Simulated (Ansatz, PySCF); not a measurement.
C$_{5}$H$_{13}$BrSi, singlet, at a GFN2-xTB geometry. Base run: PySCF with CASSCF(2,3)/STO-3G.

Here is a job for PySCF.
```python
from pyscf import gto, scf, mcscf
import numpy

mol = gto.Mole()
mol.atom = '''
    C    -2.53666719   -0.56649189   -1.19933993
    C    -1.06366455   -0.79060366   -1.52905572
    Si    0.10237734    0.39788132   -0.60177897
    C    -0.40447573    2.21832919   -0.78091575
    Br   -0.10566607   -0.10288341    1.58588676
    C     1.93522480    0.12947555   -1.04507253
    C     2.40427216   -1.30971048   -0.85632625
    H    -2.85119105    0.43305770   -1.49185966
    H    -2.71491142   -0.68274640   -0.13215549
    H    -3.16104759   -1.28584369   -1.72576483
    H    -0.80244443   -1.82209626   -1.28314877
    H    -0.91646809   -0.68178554   -2.60511389
    H    -0.41978296    2.52413886   -1.82260863
    H    -1.39504481    2.38989507   -0.36944468
    H     0.28515535    2.87200317   -0.25384298
    H     2.10671915    0.43036066   -2.07970435
    H     2.55141539    0.78596441   -0.42745422
    H     2.25807118   -1.63137422    0.17294685
    H     1.85339141   -1.98514295   -1.50770466
    H     3.46303061   -1.40184182   -1.09101426
'''
mol.basis = 'sto-3g'
mol.verbose = 4
mol.build()

mf = scf.RHF(mol)
mf.kernel()
mc = mcscf.CASSCF(mf, 3, 2)
mc.fix_spin_(ss=0.0)
mc.kernel()
occ = numpy.linalg.eigvalsh(mc.fcisolver.make_rdm1(mc.ci, mc.ncas, mc.nelecas))[::-1]
ss = mc.fcisolver.spin_square(mc.ci, mc.ncas, mc.nelecas)[0]
print('natural occupations', occ.round(4), ' <S^2>', round(ss, 4))
```

Programs used: Ansatz (a program for electronic structure), PySCF; a row that names a program was run with it.

Variants of this job, named by their change:

| change | ΔE vs base (kcal/mol) | natural occupations | <S^2> of the state |
|---|---|---|---|
| base | 0.000 | 1.98 0.02 0.00 | 0.00 |
| correction = SC-NEVPT2 | -185.3 | 1.98 0.02 0.00 | 0.00 |
| active space = 2 electrons, 2 orbitals | 0.343 | 1.98 0.02 | 0.00 |
| orbitals = fixed (CASCI); correction = SC-NEVPT2 | -182.9 | 2.00 0.00 0.00 | 0.00 |
| active space = 10 electrons, 8 orbitals | -17.07 | 2.00 2.00 1.98 1.98 1.97 0.03 0.02 0.02 | 0.00 |
| fix_spin_ = off | 0.000 | 1.98 0.02 0.00 | 0.00 |
| solver = newton | 0.000 | 1.98 0.02 0.00 | 0.00 |
| code = ansatz; correction = SC-NEVPT2, all electrons | -185.4 | - | - |
| orbitals = fixed (CASCI) | 8.51 | 2.00 0.00 0.00 | 0.00 |
| active space = 2 electrons, 4 orbitals | -0.340 | 1.98 0.02 0.00 0.00 | 0.00 |
| state_average = 2 states | 13.65 | - | - |

Active orbitals are taken around the Fermi level unless the row says otherwise; CASSCF can end in different local minima, and two programs can end on different orbitals. State-averaged rows give the lowest state.
